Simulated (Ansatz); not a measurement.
Born–Oppenheimer molecular dynamics of AlH₅O₃Si (10 atoms, charge 0, multiplicity 1). It goes on from the last frame of an earlier run, with new velocities.

The calculation used RKS B3LYP/STO-3G in Ansatz.

```yaml
ensemble: NVE (velocity Verlet)
time_step: 0.5 fs
steps_asked: 250
starting_velocities_drawn_for: 400 K
seed: 940549
```

First frame:

```xyz
10
Properties=species:S:1:pos:R:3
Al 0.134 -0.300 0.126
O 0.056 -0.369 1.822
Si -1.354 -0.548 2.693
H -1.710 -1.959 2.900
H -1.156 -0.045 4.045
H -2.526 0.128 2.106
O 1.678 -0.399 -0.614
H 1.452 -0.509 -1.605
O -1.200 -0.142 -0.946
H -2.042 -0.183 -0.366
```

(1) How far do the bonds stretch over the last three quarters of this one trajectory? (Pairs bonded in most of those frames.)

Results:

(1) 
```csv
bond,mean (Å),spread (Å),shortest,longest
Al1–O2,1.689,0.022,1.65,1.73
Al1–O7,1.708,0.016,1.68,1.73
Al1–O9,1.712,0.015,1.69,1.74
O2–Si3,1.687,0.032,1.63,1.74
Si3–H4,1.452,0.018,1.42,1.48
Si3–H5,1.456,0.011,1.44,1.48
Si3–H6,1.455,0.014,1.43,1.48
O7–H8,1.028,0.028,0.98,1.07
O9–H10,1.023,0.006,1.01,1.03
```

Mean temperature of the second half: 282 K. The conserved energy stayed within 0.16 meV per atom of its start (net change 0.037 meV per atom), so the integration is sound. A run of 0.12 ps of so small a system gives no equilibrium averages. Limits of this set-up: minimal basis.

Time of the run: 9.3 min on 1 thread of Arm Neoverse V1 (shared host), peak memory 0.1 GiB.
